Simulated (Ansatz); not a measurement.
```yaml
crystal:
  periodic: [false, false, false]
  atoms:
    - {symbol: N, position_ang: [-1.182595, -0.880821, 0.111412]}
    - {symbol: C, position_ang: [0.001988, -0.507412, -0.538572]}
    - {symbol: F, position_ang: [-0.200213, 0.051917, -1.820939]}
    - {symbol: Si, position_ang: [0.958926, 0.728662, 0.523531]}
    - {symbol: F, position_ang: [2.173830, 1.318795, -0.309783]}
    - {symbol: Cl, position_ang: [-0.295607, 2.257401, 1.026961]}
    - {symbol: H, position_ang: [-1.684454, -1.630671, -0.343277]}
    - {symbol: H, position_ang: [-1.799958, -0.104271, 0.304540]}
    - {symbol: H, position_ang: [0.617369, -1.399410, -0.704164]}
    - {symbol: H, position_ang: [1.493812, 0.114609, 1.753290]}
basis:
  gaussian: {orbitals: cc-pVTZ-DK, final_grid: {core_spheres: 1, valence_spheres: 1, degree: 3}}
hamiltonian: {xc: {name: PBE}}
```

```sh
$ ansatz run in.yaml --threads 4 --pin off --events-out ev --progress --plain --max-ram 10444MiB
```

Shortened log:

```
Functional definition: PBE
1422 factors; their error is unknown
mean field evaluation 1: about -28467.9101 eV, gradient 7.1e1 eV
mean field evaluation 2: about -28441.9171 eV, gradient 1.3e2 eV
mean field evaluation 4: about -28476.9177 eV, gradient 1.2e1 eV
mean field evaluation 8: about -28477.1240 eV, gradient 8.2e-2 eV
a density is far from that of the atoms, so the factors are made again for it
2094 factors; integrals over basis functions are off by at most 1.7e-4 eV
mean field -28852.48781997 eV, -1060.3093704652 hartree, gradient 4.5e-6 eV, S^2 0.000000; 7 other end points of the search recorded, 0 dependent functions left out
reference -28852.48796754 eV, -1060.3093758883 hartree; 33, 33 occupied and 211, 211 virtual orbitals, 2094 factors
Total energy: -28852.48796754 eV, -1060.3093758883 hartree
Relativity: scalar
```

In this input the integration grid is far too coarse. The calculation finished and met its thresholds. The result belongs to that input, not to the molecule as meant.
